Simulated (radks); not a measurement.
Values are calculated unless marked as measured or tabulated.
Coulomb parameter of the 3d shell of the iron ion Fe3+ in the model configuration [Ar] 3d4 4s1, as a second difference U = [E(n + 1) + E(n - 1) - 2 E(n)] / (1)^2 with all orbitals relaxed. "Bare": the charge of the atom changes with n. "Screened": the 4s shell takes up the change at fixed total charge, which measures U(3d,3d) + U(4s,4s) - 2 U(3d,4s). Code: a radial shooting solver on a logarithmic mesh with Libxc functionals. Model: scalar-relativistic Kohn-Sham, BLYP, spin-unpolarised, spherical densities, finite nucleus; Fermi nuclear charge, rms radius 3.7377 fm.

| case | configuration | E - E(n) (eV) |
|---|---|---|
| start | [Ar] 3d4 4s1 | 0.000 |
| bare +1 | [Ar] 3d5 4s1 | -40.955 |
| bare -1 | [Ar] 3d3 4s1 | 60.998 |
| screened +1 | [Ar] 3d5 | -13.926 |
| screened -1 | [Ar] 3d3 4s2 | 19.177 |

U(bare) = 20.043 eV, U(screened by 4s) = 5.251 eV, against the Slater integral F0(3d,3d) = 26.660 eV with frozen orbitals.
